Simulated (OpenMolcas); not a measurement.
Nd V: the spin-orbit constant, worked from levels

```json
{
 "Program": "OpenMolcas 26.06",
 "Basis": "ANO-RCC-VTZP [8s7p5d3f2g1h]",
 "Scalar Hamiltonian": "DKH2, point nucleus",
 "Active space": "2 electrons in 7 orbitals (4f)",
 "State averaging": "2S+1 = 3 even, 21 roots; 2S+1 = 1 even, 28 roots (27 in the spin-orbit step)",
 "Spin-orbit coupling": "state interaction with AMFI integrals over the reference wave functions, term energies averaged over their components"
}
```

Methods: CASSCF; SS-CASPT2, IPEA 0.25 Eh, imaginary shift 0.1 Eh (closed shells correlated: 5s 5p). Measured levels: the list in Carvajal Gallego et al., Mon. Not. R. Astron. Soc. 518, 332 (2023).

**The spin-orbit constant.** For the Hund term ³H of f2, E(J) = (A/2) J(J+1) + constant and ζ = 2S·A = 2A. From J = 4 to J = 6 the energy changes by 11 A.

```tsv
Source	E(6) - E(4)	A	ζ
CASSCF	6096.9	554.3	1109
SS-CASPT2	6115.6	556.0	1112
measured	5743.4	522.1	1044
```

All in cm-1. SS-CASPT2 is off by +6.5 % and CASSCF by +6.2 %. Both methods take the spin-orbit matrix elements from the reference wave functions, so the second can move ζ only through the term energies and any multistate remixing. Second-order mixing with other terms is absorbed into this ζ.

CASPT2 breaks the degeneracy within a term, and the mean is taken; among the terms shown or strongly mixed into the levels shown the widest spread is 36 cm-1 (4f² ³H, SS-CASPT2). Some high roots are left out of the spin-orbit mixing, which shifts the levels that they would mix with. Without dynamic correlation excited terms often stand tens of per cent too high (terms of higher spin than the ground term too low), and those without a measured partner can miss by more than the paired ones (holds for CASSCF). Measured partners are found by configuration, term and J. A level has none where our copy of the source lacks it or the pairing is in doubt (some pairs that miss far off the trend of their configuration count as doubtful), and it then counts in no deviation. Only configurations of the active space appear.
